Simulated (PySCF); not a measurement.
Atom-mapped SMILES (the numbers label the heavy atoms): `[CH3:1]/[C:2](=[CH:3]/[SiH3:4])[CH:5]([Cl:6])[Cl:7]`; H(Xn) means a hydrogen on atom n.

No solvent model, non-relativistic Hamiltonian, rapidly exchanging positions averaged, single conformer. GFN2-xTB geometry; NMR shieldings at PBE0/pcSseg-1/GIAO; PySCF 2.14.

Q: List the cross peaks expected in HSQC, COSY and HMBC spectra.

A: 

HSQC (one-bond C–H):
```tsv
δH	δC
6.37 (H(C5))	87.9 (C5)
5.78 (H(C3))	123.4 (C3)
2.34 (H(C1))	22.3 (C1)
```

COSY cross peaks (H two or three bonds apart, from the bond graph; peaks can be absent where the dihedral angle is near 90°):
```tsv
δH	δH
5.78 (H(C3))	4.18 (H(Si4))
```

HMBC (two and three bonds, from the bond graph):
```tsv
δH	δC
6.37 (H(C5))	165.2 (C2), 123.4 (C3), 22.3 (C1)
5.78 (H(C3))	165.2 (C2), 87.9 (C5), 22.3 (C1)
4.18 (H(Si4))	165.2 (C2), 123.4 (C3)
2.34 (H(C1))	165.2 (C2), 123.4 (C3), 87.9 (C5)
```

Referencing at the same level of theory: ¹H (σ = 31.72 ppm), ¹³C (σ = 186.93 ppm) against TMS.

Short H···H contacts in this conformer between protons four or more bonds apart (candidates for NOE cross peaks, intensity ∝ r⁻⁶): H(C1)···H(C3) 2.32 Å, H(Si4)···H(C5) 2.66 Å.

Carbons that carry Cl, above all several Cl atoms, come out too deshielded, partly because spin–orbit coupling is missing. Shifts are as computed. Against solution values, carbons near 30 ppm lie about +3 ppm off and those near 130 ppm about +5 ppm; carbons on Cl a further +6 ppm. Of 1309 compounds with measured shifts, 239 miss one by over three times the rms of a fit or turn the order of signals round; such compounds aren't used in these exercises.
